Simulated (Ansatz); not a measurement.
A nudged elastic band was laid between two geometries of C$_{2}$H$_{6}$BNS$_{2}$ (12 atoms, charge 0, multiplicity 1).

Computed with RKS PBE0-D4/def2-SVP in Ansatz.

```json
{
  "movable images": "7",
  "climbing image": "yes",
  "spring": "5.0 eV/Å²",
  "optimiser": "quadratic models (default)",
  "start path": "through a guess of the saddle point",
  "force threshold": "0.03 eV/Å",
  "iteration limit": "60",
  "end points": "relaxed"
}
```

First end point:

```xyz
12
Properties=species:S:1:pos:R:3
C 0.277 -0.286 1.543
C 0.303 0.682 0.374
S 2.003 1.232 -0.096
S 1.485 0.446 -2.018
B -0.030 0.094 -1.064
N -1.179 -0.557 -1.502
H 0.888 -1.177 1.331
H -0.756 -0.618 1.744
H 0.660 0.174 2.467
H -0.299 1.581 0.594
H -1.977 -0.711 -0.899
H -1.299 -0.916 -2.440
```

Last end point:

```xyz
12
Properties=species:S:1:pos:R:3
C 0.593 -0.467 1.477
C 0.608 0.177 0.115
S 1.116 1.925 0.106
S 1.497 -0.775 -1.242
B -0.212 -0.304 -1.095
N -1.450 -0.369 -1.704
H 1.574 -0.379 1.969
H 0.326 -1.532 1.405
H -0.151 0.031 2.121
H 0.045 2.387 0.795
H -2.278 0.051 -1.306
H -1.593 -0.802 -2.607
```

Q: Which bonds break or form, and what moves?

A: Bonds broken: C2–H10, S3–S4. Bonds formed: C2–S4, S3–H10.

Q: Give the energies along the band, and the barrier.

A: The forces met the threshold. The highest image is number 4 of 0 to 8, 83.7 kcal/mol above the first end and 71.1 kcal/mol above the last; the last end lies 12.6 kcal/mol above the first. Neighbouring images differ by up to 2.6 eV, so the band resolves the path poorly. A vibrational analysis at the climbing image gives one clearly imaginary mode, 1694i cm⁻¹: a first-order saddle point. The orbitals stay closed-shell, which can raise the energy where a bond breaks towards radicals; this wasn't checked here.

```csv
image,path coordinate (Å),energy (kcal/mol),C2–H10 (Å),S3–S4 (Å),C2–S4 (Å)
0,0.00,0.0,1.10,2.14,2.68
1,0.48,0.4,1.10,2.14,2.68
2,0.96,2.7,1.10,2.15,2.68
3,1.44,30.1,1.17,2.35,2.70
4,1.92,83.7,1.52,2.71,2.62
5,2.76,23.1,2.17,2.93,2.02
6,3.59,16.0,2.38,3.03,1.88
7,4.43,14.1,2.38,3.04,1.88
8,5.26,12.6,2.38,3.04,1.88
```

Q: What is the geometry of the highest image?

A: 
```xyz
12
Properties=species:S:1:pos:R:3:forces:R:3
C 0.394 -0.308 1.594 0.00 -0.01 0.01
C 0.278 0.458 0.320 0.00 0.01 -0.01
S 1.241 1.804 -0.065 0.00 0.00 0.00
S 1.638 -0.230 -1.815 0.00 0.00 0.00
B -0.034 -0.123 -1.123 0.00 0.00 0.00
N -1.253 -0.525 -1.669 0.01 0.00 0.00
H 1.038 -1.177 1.379 0.00 0.00 0.00
H -0.582 -0.698 1.921 0.00 0.00 0.00
H 0.855 0.281 2.398 0.00 0.00 0.00
H -0.053 1.828 0.889 0.00 0.00 0.00
H -2.136 -0.485 -1.180 0.00 0.00 0.00
H -1.310 -0.881 -2.614 0.00 0.00 0.00
```

Time of the run: 10 min on 2 threads of Arm Neoverse V2, on a shared host, peak memory 0.33 GiB.
